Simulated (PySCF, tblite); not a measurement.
Isomers of C5H9ClSi2, one GFN2-xTB conformer each. Single-point energies are computed at PBE0/pcSseg-1 (PySCF, gas phase, no added dispersion term), electronic only.

Question: Rank them by PBE0/pcSseg-1 energy, lowest first (kcal/mol).
A. `[CH3:1][C:2]1=[CH:3][SiH2:4][CH:5]=[CH:6][Si@@H:7]1[Cl:8]` with C2–C3–Si4–C5 13°, C3–Si4–C5–C6 -13°, C5–C6–Si7–Cl8 134°, C1–C2–Si7–C6 166°
B. `CC#C[Si@H]1C[Si@@H](Cl)C1`
C. `[SiH3:1][CH2:2][Si:3]1([Cl:4])[CH:5]=[CH:6][CH:7]=[CH:8]1` with Si1–C2–Si3–Cl4 -67°

Answer: A (0.0), C (0.3), B (5.9).

As drawn, the lowest has a C=C bond outside aromatic rings, which the highest lacks; the highest has a four-membered ring and a C≡C bond, which the lowest lacks. Neighbours under 2.5 kcal/mol apart (CC1=C[SiH2]C=C[Si@@H]1Cl and [SiH3]C[Si]1(Cl)C=CC=C1) can change places with a better method, another conformer or zero-point energy. GFN2-xTB itself gives, in the same order: 0.0, 3.9, 17.4. Both levels put the same isomer lowest; measured from each level's own lowest isomer, the values differ by up to 11.5 kcal/mol (CC#C[Si@H]1C[Si@@H](Cl)C1: 17.4 against 5.9).

Which frontier levels, dipoles and rotational constants go with these structures?

```csv
SMILES,"HOMO (eV, PBE0/pcSseg-1)",LUMO (eV),dipole (D),"A, B, C (MHz)"
CC1=C[SiH2]C=C[Si@@H]1Cl,-7.83,-1.15,1.36,"1828, 917.3, 655.3"
[SiH3]C[Si]1(Cl)C=CC=C1,-6.86,-1.86,1.92,"1643, 864.3, 694.8"
CC#C[Si@H]1C[Si@@H](Cl)C1,-7.57,-0.26,1.81,"1775, 631.6, 524.0"
```

What happens when harmonic zero-point energies from GFN2-xTB frequencies are added?

| SMILES | ZPE (kcal/mol) | electronic (kcal/mol) | with ZPE (kcal/mol) |
| --- | --- | --- | --- |
| CC1=C[SiH2]C=C[Si@@H]1Cl | 73.5 | 0.0 | 0.0 |
| [SiH3]C[Si]1(Cl)C=CC=C1 | 73.3 | 0.3 | 0.2 |
| CC#C[Si@H]1C[Si@@H](Cl)C1 | 74.0 | 5.9 | 6.4 |

The zero-point energies span 0.7 kcal/mol. The order is unchanged.
